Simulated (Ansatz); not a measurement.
Harmonic frequencies (cm⁻¹) at PBE0-D4/def2-TZVP from Ansatz: 85, 112, 149, 158, 194, 350, 432, 521, 551, 586, 679, 698, 812, 921, 933, 948, 966, 1158, 1838, 1846, 2207, 2216, 2236, 3132.

Problem. Which molecule is it?
A. `FC([SiH3])[TeH]`
B. `[CH3][In]([SiH3])[Cl]`
C. `C1[O][AlH][SiH2]1`
D. `[SiH3][CH](Cl)[InH2]`

Solution. D.
